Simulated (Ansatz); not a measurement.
C3H8BN, SMILES `BN(C)C=C`. Total charge 0; spin multiplicity 1.

```
atom   x (Å)   y (Å)   z (Å)
  B1  -0.840  -1.452   0.884
  N2  -0.230  -0.336   0.302
  C3  -0.056   0.911   1.019
  C4   0.243  -0.371  -1.009
  C5   0.836   0.626  -1.661
  H6  -0.949  -2.448   0.231
  H7  -1.231  -1.377   2.010
  H8  -0.573   1.728   0.506
  H9   1.004   1.172   1.090
 H10  -0.465   0.805   2.021
 H11   0.084  -1.329  -1.490
 H12   1.017   1.598  -1.222
 H13   1.161   0.473  -2.681
```

Question: What are the harmonic wavenumbers in cm⁻¹ at PBE0-D4/def2-TZVP (Ansatz, finite differences of forces, unscaled)? (Best estimate.)

Answer: Ansatz gave: 176, 256, 315, 354, 427, 515, 567, 739, 832, 875, 930, 992, 1017, 1031, 1123, 1150, 1223, 1311, 1344, 1412, 1458, 1459, 1482, 1524, 1709, 2586, 2674, 3040, 3098, 3172, 3186, 3205, 3275.

Question: Is this a minimum?

Answer: Yes, all 33 modes are real.

Question: Give the ideal-gas thermochemistry at 298.15 K and 1 bar (rigid rotor, harmonic oscillator; point group Cs, symmetry number 1).

Answer: Zero-point energy 289.9 kJ/mol; H(298) − E = 307.7 kJ/mol; entropy 308.9 J/(mol·K), of which translation 161.6, rotation 106.3, vibration 41.0; G(298) − E = 215.6 kJ/mol.

Question: And at 400, 500, 600, 800 and 1000 K?

Answer: 
```
T (K)  H − E (kJ/mol)  S (J/mol/K)  G − E (kJ/mol)
  400           319.0        341.5           182.4
  500           332.8        372.1           146.7
  600           348.7        401.1           108.0
  800           385.9        454.4            22.4
 1000           428.4        501.7           -73.3
```
